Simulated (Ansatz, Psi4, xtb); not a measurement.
**A ladder of methods for InSi2H7 (SMILES [SiH3][SiH2][InH2])**

InSi2H7 has 10 atoms, charge 0, and is taken as a singlet. SMILES: `[SiH3][SiH2][InH2]`. The coordinates come from a PBE0-D4/def2-TZVP relaxation.

Quantity: the HOMO–LUMO gap, in eV. The values are calculated.

```tsv
level	kind	program	value (eV)
GFN2-xTB	semi-empirical	xtb	3.36
HF/def2-SVP (core potential)	Hartree–Fock	Ansatz	9.90
SVWN5/def2-SVP (core potential)	LDA	Ansatz	3.25
revPBE/def2-SVP (core potential)	GGA	Ansatz	3.46
r2SCAN/def2-SVP (core potential)	meta-GGA	Ansatz	3.85
PBE0/def2-SVP (core potential)	global hybrid	Ansatz	5.10
CAM-B3LYP/def2-SVP (density fitting, core potential)	range-separated hybrid	Psi4	7.12
wB97M-V/def2-SVP (core potential)	range-separated hybrid	Ansatz	8.60
B2PLYP/def2-SVP (core potential)	double hybrid	Ansatz	6.82
PBE-QIDH/def2-SVP (core potential)	double hybrid	Ansatz	8.05
```

The values span 3.25 to 9.90 eV. Orbital gaps aren't excitation energies, and those of double hybrids come from the SCF part alone; they tend to grow with the share of exact exchange.
